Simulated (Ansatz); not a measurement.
Harmonic vibrations of CH6BrNSi (`C[SiH](N)Br`) by finite differences.

```yaml
crystal:
  periodic: [false, false, false]
  atoms:
    - {symbol: C, position_ang: [-0.925623, 0.999368, -0.347108]}
    - {symbol: Si, position_ang: [-0.120002, -0.618315, 0.065480]}
    - {symbol: N, position_ang: [1.384293, -0.347794, 0.823318]}
    - {symbol: Br, position_ang: [0.027901, -1.781033, -1.860115]}
    - {symbol: H, position_ang: [-0.295190, 1.581655, -1.023603]}
    - {symbol: H, position_ang: [-1.092330, 1.581365, 0.562479]}
    - {symbol: H, position_ang: [-1.884001, 0.834315, -0.842509]}
    - {symbol: H, position_ang: [-0.922046, -1.480537, 0.962264]}
    - {symbol: H, position_ang: [2.038892, 0.301948, 0.415786]}
    - {symbol: H, position_ang: [1.871208, -1.122070, 1.247008]}
basis:
  gaussian: {orbitals: def2-TZVP}
hamiltonian: {xc: pbe0, dispersion: d4}
phonons: {temperatures: {t_min: 298.15, t_max: 900, t_step: 200}}
```

```sh
$ ansatz run in.yaml --threads 4 --pin off --events-out ev --progress --plain
```

Output, abridged:

```
Functional definition: PBE0
mean field -80538.32002319 eV, -2959.7286700182 hartree, gradient 4.5e-5 eV, S^2 0.000000; 0 other end points of the search recorded, 0 dependent functions left out
mean field -80538.31985601 eV, -2959.7286638744 hartree, gradient 9.7e-7 eV, S^2 0.000000; 0 other end points of the search recorded, 0 dependent functions left out
mean field -80538.31988920 eV, -2959.7286650942 hartree, gradient 9.7e-7 eV, S^2 0.000000; 0 other end points of the search recorded, 0 dependent functions left out
mean field -80538.31991924 eV, -2959.7286661983 hartree, gradient 9.7e-7 eV, S^2 0.000000; 0 other end points of the search recorded, 0 dependent functions left out
mean field -80538.31987040 eV, -2959.7286644033 hartree, gradient 9.7e-7 eV, S^2 0.000000; 0 other end points of the search recorded, 0 dependent functions left out
mean field -80538.31986726 eV, -2959.7286642880 hartree, gradient 9.8e-7 eV, S^2 0.000000; 0 other end points of the search recorded, 0 dependent functions left out
mean field -80538.31986519 eV, -2959.7286642117 hartree, gradient 9.7e-7 eV, S^2 0.000000; 0 other end points of the search recorded, 0 dependent functions left out
mean field -80538.31989212 eV, -2959.7286652014 hartree, gradient 9.7e-7 eV, S^2 0.000000; 0 other end points of the search recorded, 0 dependent functions left out
mean field -80538.31991572 eV, -2959.7286660689 hartree, gradient 9.8e-7 eV, S^2 0.000000; 0 other end points of the search recorded, 0 dependent functions left out
mean field -80538.31991329 eV, -2959.7286659793 hartree, gradient 9.7e-7 eV, S^2 0.000000; 0 other end points of the search recorded, 0 dependent functions left out
mean field -80538.31993520 eV, -2959.7286667847 hartree, gradient 9.8e-7 eV, S^2 0.000000; 0 other end points of the search recorded, 0 dependent functions left out
mean field -80538.31993904 eV, -2959.7286669258 hartree, gradient 9.7e-7 eV, S^2 0.000000; 0 other end points of the search recorded, 0 dependent functions left out
mean field -80538.31993402 eV, -2959.7286667411 hartree, gradient 9.8e-7 eV, S^2 0.000000; 0 other end points of the search recorded, 0 dependent functions left out
mean field -80538.31986204 eV, -2959.7286640962 hartree, gradient 9.6e-7 eV, S^2 0.000000; 0 other end points of the search recorded, 0 dependent functions left out
mean field -80538.31981647 eV, -2959.7286624215 hartree, gradient 9.8e-7 eV, S^2 0.000000; 0 other end points of the search recorded, 0 dependent functions left out
mean field -80538.31986943 eV, -2959.7286643675 hartree, gradient 9.8e-7 eV, S^2 0.000000; 0 other end points of the search recorded, 0 dependent functions left out
mean field -80538.31985704 eV, -2959.7286639123 hartree, gradient 9.7e-7 eV, S^2 0.000000; 0 other end points of the search recorded, 0 dependent functions left out
mean field -80538.31998141 eV, -2959.7286684828 hartree, gradient 9.8e-7 eV, S^2 0.000000; 0 other end points of the search recorded, 0 dependent functions left out
mean field -80538.31991663 eV, -2959.7286661023 hartree, gradient 9.7e-7 eV, S^2 0.000000; 0 other end points of the search recorded, 0 dependent functions left out
mean field -80538.32001601 eV, -2959.7286697542 hartree, gradient 9.8e-7 eV, S^2 0.000000; 0 other end points of the search recorded, 0 dependent functions left out
mean field -80538.32002295 eV, -2959.7286700094 hartree, gradient 9.7e-7 eV, S^2 0.000000; 0 other end points of the search recorded, 0 dependent functions left out
mean field -80538.31996902 eV, -2959.7286680275 hartree, gradient 9.7e-7 eV, S^2 0.000000; 0 other end points of the search recorded, 0 dependent functions left out
mean field -80538.32005009 eV, -2959.7286710067 hartree, gradient 9.7e-7 eV, S^2 0.000000; 0 other end points of the search recorded, 0 dependent functions left out
mean field -80538.31995146 eV, -2959.7286673822 hartree, gradient 9.7e-7 eV, S^2 0.000000; 0 other end points of the search recorded, 0 dependent functions left out
mean field -80538.32003387 eV, -2959.7286704107 hartree, gradient 9.8e-7 eV, S^2 0.000000; 0 other end points of the search recorded, 0 dependent functions left out
mean field -80538.31997553 eV, -2959.7286682667 hartree, gradient 9.7e-7 eV, S^2 0.000000; 0 other end points of the search recorded, 0 dependent functions left out
mean field -80538.31998544 eV, -2959.7286686308 hartree, gradient 9.8e-7 eV, S^2 0.000000; 0 other end points of the search recorded, 0 dependent functions left out
mean field -80538.31999421 eV, -2959.7286689532 hartree, gradient 9.7e-7 eV, S^2 0.000000; 0 other end points of the search recorded, 0 dependent functions left out
mean field -80538.31997642 eV, -2959.7286682996 hartree, gradient 9.7e-7 eV, S^2 0.000000; 0 other end points of the search recorded, 0 dependent functions left out
mean field -80538.31997440 eV, -2959.7286682251 hartree, gradient 9.7e-7 eV, S^2 0.000000; 0 other end points of the search recorded, 0 dependent functions left out
mean field -80538.31997661 eV, -2959.7286683064 hartree, gradient 9.7e-7 eV, S^2 0.000000; 0 other end points of the search recorded, 0 dependent functions left out
mean field -80538.32000327 eV, -2959.7286692860 hartree, gradient 9.7e-7 eV, S^2 0.000000; 0 other end points of the search recorded, 0 dependent functions left out
mean field -80538.32001356 eV, -2959.7286696642 hartree, gradient 9.8e-7 eV, S^2 0.000000; 0 other end points of the search recorded, 0 dependent functions left out
mean field -80538.31999251 eV, -2959.7286688907 hartree, gradient 9.7e-7 eV, S^2 0.000000; 0 other end points of the search recorded, 0 dependent functions left out
mean field -80538.31997794 eV, -2959.7286683552 hartree, gradient 9.7e-7 eV, S^2 0.000000; 0 other end points of the search recorded, 0 dependent functions left out
mean field -80538.31994814 eV, -2959.7286672603 hartree, gradient 9.7e-7 eV, S^2 0.000000; 0 other end points of the search recorded, 0 dependent functions left out
mean field -80538.31994647 eV, -2959.7286671987 hartree, gradient 9.8e-7 eV, S^2 0.000000; 0 other end points of the search recorded, 0 dependent functions left out
mean field -80538.31993294 eV, -2959.7286667015 hartree, gradient 9.8e-7 eV, S^2 0.000000; 0 other end points of the search recorded, 0 dependent functions left out
mean field -80538.31994548 eV, -2959.7286671624 hartree, gradient 9.7e-7 eV, S^2 0.000000; 0 other end points of the search recorded, 0 dependent functions left out
mean field -80538.32001672 eV, -2959.7286697806 hartree, gradient 9.8e-7 eV, S^2 0.000000; 0 other end points of the search recorded, 0 dependent functions left out
mean field -80538.32000203 eV, -2959.7286692406 hartree, gradient 9.7e-7 eV, S^2 0.000000; 0 other end points of the search recorded, 0 dependent functions left out
mean field -80538.31999005 eV, -2959.7286688003 hartree, gradient 9.7e-7 eV, S^2 0.000000; 0 other end points of the search recorded, 0 dependent functions left out
mean field -80538.31999256 eV, -2959.7286688924 hartree, gradient 9.7e-7 eV, S^2 0.000000; 0 other end points of the search recorded, 0 dependent functions left out
mean field -80538.32000518 eV, -2959.7286693563 hartree, gradient 9.8e-7 eV, S^2 0.000000; 0 other end points of the search recorded, 0 dependent functions left out
mean field -80538.31999771 eV, -2959.7286690820 hartree, gradient 9.7e-7 eV, S^2 0.000000; 0 other end points of the search recorded, 0 dependent functions left out
mean field -80538.32000032 eV, -2959.7286691776 hartree, gradient 9.7e-7 eV, S^2 0.000000; 0 other end points of the search recorded, 0 dependent functions left out
mean field -80538.31999791 eV, -2959.7286690891 hartree, gradient 9.7e-7 eV, S^2 0.000000; 0 other end points of the search recorded, 0 dependent functions left out
mean field -80538.31999760 eV, -2959.7286690779 hartree, gradient 9.7e-7 eV, S^2 0.000000; 0 other end points of the search recorded, 0 dependent functions left out
mean field -80538.31999850 eV, -2959.7286691108 hartree, gradient 9.7e-7 eV, S^2 0.000000; 0 other end points of the search recorded, 0 dependent functions left out
mean field -80538.31996678 eV, -2959.7286679451 hartree, gradient 9.8e-7 eV, S^2 0.000000; 0 other end points of the search recorded, 0 dependent functions left out
mean field -80538.31994289 eV, -2959.7286670672 hartree, gradient 9.7e-7 eV, S^2 0.000000; 0 other end points of the search recorded, 0 dependent functions left out
mean field -80538.31996265 eV, -2959.7286677935 hartree, gradient 9.8e-7 eV, S^2 0.000000; 0 other end points of the search recorded, 0 dependent functions left out
mean field -80538.31995161 eV, -2959.7286673876 hartree, gradient 9.7e-7 eV, S^2 0.000000; 0 other end points of the search recorded, 0 dependent functions left out
mean field -80538.31999568 eV, -2959.7286690072 hartree, gradient 9.7e-7 eV, S^2 0.000000; 0 other end points of the search recorded, 0 dependent functions left out
mean field -80538.31999612 eV, -2959.7286690233 hartree, gradient 9.8e-7 eV, S^2 0.000000; 0 other end points of the search recorded, 0 dependent functions left out
mean field -80538.31998846 eV, -2959.7286687421 hartree, gradient 9.8e-7 eV, S^2 0.000000; 0 other end points of the search recorded, 0 dependent functions left out
mean field -80538.31996884 eV, -2959.7286680207 hartree, gradient 9.7e-7 eV, S^2 0.000000; 0 other end points of the search recorded, 0 dependent functions left out
mean field -80538.31992531 eV, -2959.7286664211 hartree, gradient 9.7e-7 eV, S^2 0.000000; 0 other end points of the search recorded, 0 dependent functions left out
mean field -80538.31994402 eV, -2959.7286671088 hartree, gradient 9.8e-7 eV, S^2 0.000000; 0 other end points of the search recorded, 0 dependent functions left out
mean field -80538.32000150 eV, -2959.7286692211 hartree, gradient 9.8e-7 eV, S^2 0.000000; 0 other end points of the search recorded, 0 dependent functions left out
mean field -80538.31998661 eV, -2959.7286686740 hartree, gradient 9.7e-7 eV, S^2 0.000000; 0 other end points of the search recorded, 0 dependent functions left out
Total energy: -80538.50935932 eV, -2959.7356279925 hartree
Atom 0 at    -0.925623     0.999368    -0.347108 Å, force     0.000049     0.000157     0.000211 eV/Å
Atom 1 at    -0.120002    -0.618315     0.065480 Å, force     0.000282    -0.000424     0.000081 eV/Å
Atom 2 at     1.384293    -0.347794     0.823318 Å, force     0.001049     0.000265     0.000168 eV/Å
Atom 3 at     0.027901    -1.781033    -1.860115 Å, force    -0.000141     0.000065    -0.000008 eV/Å
Atom 4 at    -0.295190     1.581655    -1.023603 Å, force    -0.000412     0.000137     0.000016 eV/Å
Atom 5 at    -1.092330     1.581365     0.562479 Å, force     0.000008    -0.000088    -0.000209 eV/Å
Atom 6 at    -1.884001     0.834315    -0.842509 Å, force     0.000014     0.000143    -0.000371 eV/Å
Atom 7 at    -0.922046    -1.480537     0.962264 Å, force     0.000080     0.000043     0.000127 eV/Å
Atom 8 at     2.038892     0.301948     0.415786 Å, force    -0.000451    -0.000273     0.000191 eV/Å
Atom 9 at     1.871208    -1.122070     1.247008 Å, force    -0.000478    -0.000025    -0.000206 eV/Å
Dipole moment:     0.194719     0.304577     0.278911 e Å
Vibrations: 153.29 170.33 194.34 234.61 285.84 389.53 470.42 640.53 708.14 755.78 833.93 861.97 900.68 928.11 1278.92 1443.31 1446.56 1586.16 2252.01 3054.39 3139.62 3149.98 3594.63 3686.16 cm⁻¹, zero-point energy 1.993619 eV
```

Hardware: 4 threads of a server CPU on a shared host. Wall time 2.4 min, peak host memory 0.48 GiB.
